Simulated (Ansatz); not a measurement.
Computed with Ansatz.

A structure relaxed at PBE0-D4/def2-TZVP, charge 0, multiplicity 1:

```xyz
8

O    -1.7338    0.9391   -0.9365
Ga   -0.2065    0.0504   -0.9008
F     0.3699   -0.4086   -2.4867
C     0.8490   -0.4429    0.6745
Br   -0.0350    0.1967    2.2837
H    -2.0390    1.1847   -0.0589
H     0.9535   -1.5219    0.7714
H     1.8419    0.0024    0.6534
```

(1) Give its formula and SMILES.

(2) Point group (tolerance 0.08 Å, 0.16 Å for H)?

(3) Summarise the bond lengths by kind.

## Answers

(1) CH3BrFGaO, `[OH][Ga]([F])[CH2]Br`.

(2) Cs.

(3) 1 × Ga–O 1.767 Å; 1 × H–O 0.961 Å; 1 × F–Ga 1.749 Å; 1 × C–Ga 1.959 Å; 1 × Br–C 1.944 Å; 2 × C–H 1.088 Å.
